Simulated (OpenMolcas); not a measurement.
Ni4+, Pd4+, Pt4+: d6 down the group

```
Program             : OpenMolcas
Method              : CASSCF
Basis               : ANO-RCC-VTZP
Scalar Hamiltonian  : DKH2, point nucleus
Spin-orbit coupling : state interaction with AMFI integrals over the reference wave functions, term energies averaged over their components
```

Active space for each ion: 6 electrons in 5 orbitals (d).

Computed levels in cm-1 above 5D4:

```
                               Level   Ni4+   Pd4+   Pt4+
                                 5D3    852   2040   7522
                                 5D2   1444   3187   7216
                                 5D1   1823   3955  11263
                                 5D0   2008   4318  11658
                                 3H6  29514  22044  23701
                                 3H5  29934  22579  23772
                              3F3(1)  34209  25743  28440
                              3F2(1)  34581  26663  29583
                              3P1(1)  34625  28904  45308
weight of 5D in the lowest level (%)    100     98     83
```

Mixed levels, with the weight of the term that names them: Pt4+ 5D2 (65 %), Pt4+ 3H5 (54 %), Pt4+ 3F3(1) (53 %), Pt4+ 3F2(1) (73 %), Pt4+ 3P1(1) (68 %).

Measured, with the error of the calculation in %. Measured levels: Ni4+ from Corliss and Sugar, J. Phys. Chem. Ref. Data 10, 197 (1981).

```
 Level           Ni4+
   5D3     890 (-4.2)
   5D2    1490 (-3.1)
   5D1    1872 (-2.6)
   5D0    2058 (-2.4)
   3H6   27111 (+8.9)
   3H5   27578 (+8.5)
3F3(1)  29571 (+15.7)
3F2(1)  29899 (+15.7)
3P1(1)  28698 (+20.7)
```

The fine-structure level 5D0 changes by a factor of 5.81 from Ni4+ to Pt4+.

Without spin-orbit coupling 3H lies 29092, 21051, 19386 cm-1 above 5D in that order; the difference to the level 3H6, of either sign, comes from spin-orbit coupling, which also lowers the zero.

Without dynamic correlation excited terms often stand tens of per cent too high (terms of higher spin than the ground term too low), and those without a measured partner can miss by more than the paired ones. Measured partners are found by configuration, term and J. A level has none where our copy of the source lacks it or the pairing is in doubt (some pairs that miss far off the trend of their configuration count as doubtful), and it then counts in no deviation. Levels of configurations outside the active space are missing.

A number in round brackets counts repeated terms of one configuration in the order of the reference energies.
